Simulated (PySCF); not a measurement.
The vertical singlet excitations below were computed for one of the candidates. Level of theory: TDDFT CAM-B3LYP/def2-SVPD, vertical, gas phase, core orbitals frozen in the response (PySCF). Geometries: PBE0-D3(BJ)/def2-SVP, one conformer each. Relativistic effects are left out although some hold elements past zinc.

```tsv
state	ν̃ (cm⁻¹)	f	main configurations (H = HOMO, L = LUMO)
S1	43180	0.026	H→L+1 (93%)
S2	43820	0.018	H→L+2 (87%), H→L (11%)
S3	46780	0.091	H→L (66%), H→L+2 (11%)
S4	48810	0.236	H→L+3 (73%), H→L+5 (9%)
S5	51090	0.043	H→L+4 (81%)
S6	52980	0.011	H-1→L+1 (82%)
S7	54620	0.087	H-1→L+2 (80%)
S8	55360	0.011	H→L+5 (64%), H→L+7 (17%)
S9	55630	0.018	H→L+8 (78%)
S10	56860	0.045	H→L+6 (66%)
```

Triplets computed (Tamm–Dancoff): 4.06, 5.17, 5.40, 5.75 eV.

**Question.** Which structure fits?
A. `C=C/C=C\C=C/C#N`
B. `C(=C)/C=C/C=C/C#N`
C. `C#CCCC#N`
D. `C=C[CH2][GaH2-][N+]#CC`

**Answer.** D. Its S1 lies at 5.35 eV; the nearest of the others has S1 at 4.45 eV. S1 is HOMO→LUMO+1 (93%). Löwdin shares by element: HOMO carbon 67% or more, gallium 13% (atoms not listed hold the other 20%); LUMO carbon 50% or more, hydrogen 20% or more (atoms not listed hold the other 30%). At the same level the other candidates give, for their lowest levels:
- `C#CCCC#N`: 6.48 eV (f 0.000); 6.77 eV (f 0.002); 6.81 eV (f 0.000); 7.55 eV (f 0.030); 7.62 eV (f 0.000); T1 5.34 eV; HOMO -9.66, LUMO 0.85 eV
- `C=C/C=C/C=C/C#N`: 4.45 eV (f 1.294); 6.10 eV (f 0.000); 6.10 eV (f 0.006); 6.36 eV (f 0.001); 6.52 eV (f 0.033); HOMO -7.96, LUMO -1.51 eV
- `C=C/C=C\C=C/C#N`: 4.43 eV (f 0.989); 5.82 eV (f 0.056); 6.07 eV (f 0.001); 6.22 eV (f 0.014); 6.29 eV (f 0.004); HOMO -7.99, LUMO -1.43 eV

Shape of the structure used: `[CH2:1]=[CH:2][CH2:3][GaH2-:4][N+:5]#[C:6][CH3:7]`: C1–C2–C3–Ga4 -107°, C2–C3–Ga4–N5 49°, C3–Ga4–N5–C6 -27°.
